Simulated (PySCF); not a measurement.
H$_{3}$AlBrN (SMILES [NH2][AlH][Br]), singlet, geometry from GFN2-xTB (such geometries of metal compounds can be far from the true shape). Base run: HF/def2-SVP, polarisability (PySCF).

Here is a job for PySCF.
```python
from pyscf import gto, scf
from pyscf.prop import polarizability

mol = gto.M(
    atom='''
Al   -0.28377163   -1.17553513   -0.02428722
H    -1.25956951   -1.85424425   -0.97036887
Br   -0.02854355    1.04198164   -0.29997487
N     0.59572225   -2.07867747    1.21690110
H     1.26200993   -1.70783130    1.88664105
H     0.51555943   -3.07458287    1.38027445
''',
    basis='def2-svp',
    verbose=4,
)

mf = scf.RHF(mol)
mf.kernel()
alpha = mf.Polarizability().polarizability()[2, 2]
print('alpha_zz =', alpha)
```

Each row names what was changed in the base input (with any setting that the change needs).

| change | alpha_zz (bohr³) | basis functions |
|---|---|---|
| base | 34.90 | 79 |
| basis = STO-3G | (withheld) | (withheld) |
| functional = lda,vwn | 41.33 | 79 |
| finite field (a.u.) = 0.001; conv_tol = 1e-11 | 34.90 | 79 |
| basis = 6-31G* | 34.61 | 70 |
| finite field (a.u.) = 0.02; conv_tol = 1e-11 | 35.03 | 79 |
| basis = 6-31G | 30.06 | 55 |
| basis = def2-TZVP | (withheld) | (withheld) |
| basis = cc-pVDZ | 35.90 | 74 |
| finite field (a.u.) = 0.05; conv_tol = 1e-11 | 35.79 | 79 |
| functional = pbe0 | 39.04 | 79 |
| finite field (a.u.) = 2e-4; conv_tol = 1e-6 | 34.85 | 79 |

### Question
Fill in the missing entries.

### Answer

- basis = STO-3G, alpha_zz (bohr³): 12.55
- basis = STO-3G, basis functions: 35
- basis = def2-TZVP, alpha_zz (bohr³): 43.64
- basis = def2-TZVP, basis functions: 134

Finite-field rows take the second difference of the energy in a field along z; a small field with loose convergence shows SCF noise divided by the square of the field, and a large one adds hyperpolarisability.
